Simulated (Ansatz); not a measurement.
Gas-phase electronic energies from Ansatz, PBE0-D4/def2-TZVP geometries. CCSD(T)/CBS adds triple-zeta CCSD(T) − MP2 to the extrapolated MP2 energy (def2 sets, frozen cores). This one scheme is used for every species. Elements past krypton have def2 core potentials. For I outer-core shells are correlated without core-valence functions, which leaves a few kJ/mol of doubt a bond. One conformer a species, not always the lowest.

Reaction (formal exchange of groups at the Si–C bond): `FC[SiH2]CI` + BH₃ → `B[SiH2]CF` + `CI`

`FC[SiH2]CI`:

```xyz
11

F     2.015   -0.402   -0.812
C     0.731   -0.324   -1.351
Si   -0.359    0.720   -0.212
C    -0.382   -0.033    1.504
I    -1.290   -1.972    1.454
H     0.806    0.115   -2.351
H     0.344   -1.342   -1.456
H     0.207    2.094   -0.122
H    -1.735    0.776   -0.769
H    -0.961    0.551    2.217
H     0.623   -0.182    1.897
```

BH₃:

```xyz
4

B     0.000    0.000    0.000
H    -0.673   -0.175    0.970
H     0.447    1.083   -0.229
H     0.226   -0.908   -0.741
```

`B[SiH2]CF`:

Cartesian coordinates in Å:
```
B 0.967 -0.355 1.556
Si -0.548 0.246 0.379
C -0.171 0.023 -1.468
F -1.236 0.444 -2.257
H 0.862 -0.258 2.743
H 1.988 -0.816 1.135
H -0.837 1.685 0.646
H -1.770 -0.537 0.724
H 0.715 0.598 -1.758
H 0.029 -1.029 -1.701
```

`CI`:

Z-matrix (Å, degrees):
```
C
I 1 2.129
H 1 1.086 2 107.7
H 1 1.086 2 107.7 3 120.0
H 1 1.086 2 107.7 3 -120.0
```

```json
{"level": "CCSD/def2-TZVPP", "ΔE (kJ/mol)": "19.2"}
{"level": "SCS-MP2/def2-QZVPP", "ΔE (kJ/mol)": "28.6"}
```

(1) What does CCSD(T)/CBS give? (Estimate.)

Largest T1 diagnostic among the species: 0.012.

## Answers

(1) Ansatz gave: +22.8 kJ/mol. The listed levels differ from it by -3.6, 5.8 kJ/mol.

The D4 term adds +10.3 kJ/mol with B3LYP and +5.7 kJ/mol with PBE0; it sums over pairs of atoms, weighted by their polarisabilities, and B3LYP, whose exchange is more repulsive, gets the larger term. In def2-TZVPP, CCSD(T) changes the Hartree–Fock value by +5.3 kJ/mol (the triples alone add +1.7 kJ/mol) and MP2 by +15.4 kJ/mol.

B3LYP here is the variant with VWN-RPA as its local correlation; programs differ in this.
